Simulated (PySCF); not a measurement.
Geometry (Å), atoms numbered from 1 in this order:
```xyz
15

F     2.6928   -1.4973    0.1995
C     2.2777   -0.2695   -0.1415
F     2.8851    0.5855    0.6931
F     2.7681   -0.0240   -1.3645
C     0.7753   -0.1408   -0.0923
C     0.1440    0.7273    0.6876
C    -1.3526    0.8293    0.7096
C    -1.9360   -0.1657   -0.2557
C    -1.1861   -0.9795   -0.9787
O     0.1840   -1.0247   -0.9477
H     0.7088    1.3839    1.3284
H    -1.7249    0.6419    1.7242
H    -1.6614    1.8476    0.4432
H    -3.0085   -0.2025   -0.3485
H    -1.5708   -1.7037   -1.6786
```

- shielding tensors at PBE0/pcSseg-1 (GIAO)
- geometry from GFN2-xTB
- code: PySCF 2.14.0 with density-fitted response routines
- fast rotation and ring inversion assumed for equivalent nuclei, relativity neglected, gas phase, a single conformation

References, each an isolated molecule treated in the same way: $^{13}$C and $^{1}$H against TMS; $^{19}$F vs CFCl3; H2O for $^{17}$O.

```tsv
atoms	nucleus	count	δ (ppm)
C2	$^{13}$C	1	128.8
F1/F3/F4	$^{19}$F	3	?
C8	$^{13}$C	1	105.9
C7	$^{13}$C	1	24.8
O10	$^{17}$O	1	155.1
H15	$^{1}$H	1	6.50
C5	$^{13}$C	1	?
C6	$^{13}$C	1	?
H11	$^{1}$H	1	?
H12/H13	$^{1}$H	2	3.12
C9	$^{13}$C	1	148.4
H14	$^{1}$H	1	4.85
```

Complete the table.

## Answers


- C5: 149.1 ppm, alkene carbon bearing oxygen; an sp2 carbon further deshielded by the attached heteroatom
- C6: 110.6 ppm, β carbon of an enol-ether or enamine type C=C; the O or N lone pair pushes π density onto this β carbon and shields it
- H11: 5.62 ppm, hydrogen on a β carbon of an enol-ether or enamine type C=C; olefinic region
- F1/F3/F4: -89.1 ppm, fluorine of a CF3 group

Shifts are as computed. Against solution values, carbons near 30 ppm lie about +3 ppm off and those near 130 ppm about +5 ppm. Of 1211 compounds with measured shifts, 218 miss one by over three times the rms of a fit or turn the order of signals round; such compounds aren't used in these exercises. Unscaled 19F shifts against computed CFCl3 carry errors that often reach 10 to 50 ppm. Experimental scales use liquid or dissolved standards, which lie at an offset from isolated H2O (liquid H2O: subtract about 36 ppm).
